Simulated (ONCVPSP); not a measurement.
## An all-electron radial function and its pseudo partner (Fe)

Columns: radius, all-electron u(r) and pseudo u(r) of the 3d shell (level -5.48 eV) of iron in the configuration [Ne] 3s2 3p6 3d6.5 4s1.5; PBE, scalar-relativistic, ONCV scheme, ONCVPSP 4.0.1.

| r (bohr) | all-electron | pseudo |
| --- | --- | --- |
| 0.072 | 0.0312 | 0.0037 |
| 0.145 | 0.1496 | 0.0292 |
| 0.217 | 0.3129 | 0.0912 |
| 0.290 | 0.4806 | 0.1975 |
| 0.362 | 0.6235 | 0.3395 |
| 0.435 | 0.7365 | 0.5062 |
| 0.507 | 0.8163 | 0.6723 |
| 0.580 | 0.8675 | 0.8208 |
| 0.652 | 0.8933 | 0.9307 |
| 0.725 | 0.9000 | 0.9963 |
| 0.798 | 0.8920 | 1.0157 |
| 0.870 | 0.8739 | 0.9971 |
| 0.942 | 0.8488 | 0.9526 |
| 1.015 | 0.8189 | 0.8937 |
| 1.088 | 0.7862 | 0.8320 |
| 1.160 | 0.7526 | 0.7757 |
| 1.232 | 0.7187 | 0.7274 |
| 1.305 | 0.6845 | 0.6864 |
| 1.378 | 0.6510 | 0.6511 |
| 1.450 | 0.6190 | 0.6189 |
| 1.522 | 0.5882 | 0.5881 |
| 1.595 | 0.5583 | 0.5582 |
| 1.668 | 0.5297 | 0.5297 |
| 1.740 | 0.5030 | 0.5029 |
| 1.812 | 0.4775 | 0.4775 |
| 1.885 | 0.4531 | 0.4530 |

**Question.** How many radial nodes do the two functions have?

**Answer.** The all-electron 3d function has n − l − 1 = 0; the pseudo-wave has 0.

**Question.** At about which radius was the pseudo-wave matched?

**Answer.** 1.45 bohr, where the columns begin to agree (steps of 0.07 bohr).

**Question.** Where does each function peak?

**Answer.** Outermost all-electron maximum near 0.72 bohr, pseudo maximum near 0.80 bohr (to the table’s step).

**Question.** Is the pseudo-wave norm-conserving?

**Answer.** Yes: the ONCV scheme keeps the norm inside the radius equal to the all-electron one, which fixes the energy derivative of the logarithmic derivative at the level.
